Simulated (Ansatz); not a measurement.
`CN[SiH](Cl)OC`. The species carries charge 0 and has multiplicity 1.

```xyz
14

C    -1.782   -0.203   -1.903
N    -0.647   -0.567   -1.082
Si   -0.063    0.376    0.190
Cl   -1.258    0.372    1.889
O     1.379   -0.253    0.599
C     2.116    0.024    1.769
H    -1.892    0.884   -1.914
H    -1.634   -0.522   -2.938
H    -2.727   -0.625   -1.542
H    -0.435   -1.552   -1.075
H    -0.024    1.796   -0.222
H     2.495    1.051    1.762
H     1.508   -0.121    2.666
H     2.965   -0.660    1.801
```

(1) Give the diagnostics of a CCSD(T)/def2-TZVPP run (frozen core, the Gaussian-basis code of Ansatz). (Best estimate.)

Answers

(1) The calculation gave: T1 = 0.0101, largest single amplitude 0.012, largest double 0.012, (T) share of the correlation energy 3.7 %, 9 CCSD cycles. The RHF solution is stable towards an unrestricted one. T1 lies under the customary mark of 0.02 for closed shells.
